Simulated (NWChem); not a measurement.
System: TaNHClF2; SMILES [NH]=[Ta]([F])([F])[Cl]

Output (shortened):

```
             Northwest Computational Chemistry Package (NWChem) 7.3.0
             --------------------------------------------------------

 CS  symmetry detected

                             Geometry "geometry" -> ""
                             -------------------------

 Output coordinates in angstroms (scale by  1.889725989 to convert to a.u.)

  No.       Tag          Charge          X              Y              Z
 ---- ---------------- ---------- -------------- -------------- --------------
    1 Ta                  73.0000    -0.01104854    -0.19203840     0.00000000
    2 N                    7.0000    -1.70835017    -0.61469477     0.00000000
    3 H                    1.0000    -2.68723567    -0.87562008     0.00000000
    4 F                    9.0000     0.74548144    -0.93173126     1.55232200
    5 F                    9.0000     0.74548144    -0.93173126    -1.55232200
    6 Cl                  17.0000     0.11962144     2.11579115     0.00000000

 Effective nuclear repulsion energy (a.u.)     933.5663852641

      Symmetry information
      --------------------

 Group name             Cs
 Group number              2
 Group order               2
 No. of unique centers     5

                                 NWChem DFT Module
                                 -----------------

 Summary of "ao basis" -> "ao basis" (spherical)
 ------------------------------------------------------------------------------
       Tag                 Description            Shells   Functions and Types
 ---------------- ------------------------------  ------  ---------------------
 Ta                         def2-svp                12       32   6s3p2d1f
 N                          def2-svp                 6       14   3s2p1d
 H                          def2-svp                 3        5   2s1p
 F                          def2-svp                 6       14   3s2p1d
 Cl                         def2-svp                 8       18   4s3p1d

      Symmetry analysis of basis
      --------------------------

        a'         63
        a"         34

            General Information
            -------------------
          SCF calculation type: DFT
          Wavefunction type:  closed shell.
          No. of atoms     :     6
          No. of electrons :    56
           Alpha electrons :    28
            Beta electrons :    28
          Charge           :     0
          Spin multiplicity:     1
          Use of symmetry is: on ; symmetry adaption is: on
          Maximum number of iterations: 150
          AO basis - number of functions:    97
                     number of shells:    41
          Convergence on energy requested:  1.00D-06
          Convergence on density requested:  1.00D-05
          Convergence on gradient requested:  5.00D-04

              XC Information
              --------------
                      r^2SCAN Method XC Functional
               r^2SCAN metaGGA Exchange Functional  1.000
                     r^2SCAN Correlation Potential  1.000

             Grid Information
             ----------------
          Grid used for XC integration:  xcoarse
          Radial quadrature: Mura-Knowles
          Angular quadrature: Lebedev.
          Tag              B.-S. Rad. Rad. Pts. Rad. Cut. Ang. Pts.
          ---              ---------- --------- --------- ---------
          Ta                  1.45       84           8.0       194
          N                   0.65       21           8.0       194
          H                   0.35       21          10.0       194
          F                   0.50       21          10.0       194
          Cl                  1.00       42          10.0       194
          Grid pruning is: on
          Number of quadrature shells:   189
          Spatial weights used:  Erf1

      Superposition of Atomic Density Guess
      -------------------------------------

 Sum of atomic energies:        -774.57065742

      Non-variational initial energy
      ------------------------------

 Total energy =    -769.088961
 1-e energy   =   -1593.561913
 2-e energy   =     567.195336
 HOMO         =      -0.379407
 LUMO         =      -0.009411

      Symmetry analysis of molecular orbitals - initial
      -------------------------------------------------

  Numbering of irreducible representations:

     1 a'          2 a"

  Orbital symmetries:

     1 a'          2 a'          3 a"          4 a'          5 a'
     6 a'          7 a'          8 a"          9 a'         10 a'
    11 a"         12 a'         13 a'         14 a"         15 a'
    16 a'         17 a'         18 a"         19 a'         20 a"
    21 a'         22 a"         23 a'         24 a'         25 a'
    26 a"         27 a"         28 a'         29 a'         30 a'
    31 a"         32 a'         33 a'         34 a"         35 a'
    36 a'         37 a"         38 a'

     ---------------------------------------------
      Total Density - Mulliken Population Analysis
     ---------------------------------------------

[...]

                         DFT ENERGY GRADIENTS

    atom               coordinates                        gradient
                 x          y          z           x          y          z
   1 Ta     -0.020879  -0.362900   0.000000   -0.011147  -0.011115   0.000000
   2 N      -3.228314  -1.161605   0.000000    0.019118   0.005207   0.000000
   3 H      -5.078139  -1.654682   0.000000   -0.000175   0.000126   0.000000
   4 F       1.408756  -1.760717   2.933463   -0.003734   0.003805  -0.007733
   5 F       1.408756  -1.760717  -2.933463   -0.003734   0.003805   0.007733
   6 Cl      0.226052   3.998266   0.000000   -0.000328  -0.001828   0.000000
```

Level: r2SCAN/def2-SVP with def2 effective core potentials on Ta. Coordinates come from a PBE0/def2-SVP optimisation. def2 effective core potentials on Ta; no spin-orbit coupling.

### Question
Write an input that gives this output.

### Answer
Several could match; the one computed here: the input that was run:
```
start job
memory heap 200 mb stack 900 mb global 1100 mb
geometry units angstroms noautoz
  Ta     0.023684     0.153424     0.000000
  N     -1.603607     0.794825     0.000000
  H     -2.539866     1.181759     0.000000
  F      0.870610     0.787616     1.552322
  F      0.870610     0.787616    -1.552322
  Cl    -0.149155    -2.151631     0.000000
end
basis spherical
  * library def2-svp
end
ecp
  Ta library def2-ecp
end
dft
  xc r2scan
  grid xcoarse
  iterations 150
  mulliken
end
task dft gradient
```
